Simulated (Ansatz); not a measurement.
Basis-set series for C$_{2}$H$_{7}$ClOSi, SMILES `CO[SiH](C)Cl`. Total charge 0; spin multiplicity 1. All single points use the PBE0-D4/def2-TZVP geometry. It is one conformer, not always the lowest.

```json
{"functional": "PBE0-D4", "basis": "def2-SVP", "functions": "113", "energy (Eh)": "-904.63854", "HOMO (eV)": "-8.26", "LUMO (eV)": "1.54"}
{"functional": "PBE0-D4", "basis": "def2-TZVPP", "functions": "275", "energy (Eh)": "-905.08667", "HOMO (eV)": "-8.37", "LUMO (eV)": "1.06"}
{"functional": "ωB97M-V", "basis": "def2-SVP", "functions": "113", "energy (Eh)": "-904.96387", "HOMO (eV)": "-10.53", "LUMO (eV)": "3.19"}
{"functional": "ωB97M-V", "basis": "def2-TZVPP", "functions": "275", "energy (Eh)": "-905.41866", "HOMO (eV)": "-10.68", "LUMO (eV)": "2.48"}
```

(1) Give the rows for def2-QZVPP. (Estimate.)

## Answers

(1) The calculation gave: 
```json
{"functional": "PBE0-D4", "basis": "def2-QZVPP", "functions": "521", "energy (Eh)": "-905.11947", "HOMO (eV)": "-8.40", "LUMO (eV)": "0.54"}
{"functional": "ωB97M-V", "basis": "def2-QZVPP", "functions": "521", "energy (Eh)": "-905.44986", "HOMO (eV)": "-10.71", "LUMO (eV)": "1.66"}
```

Positive LUMOs are unbound and depend on the basis.

Computed with Ansatz.
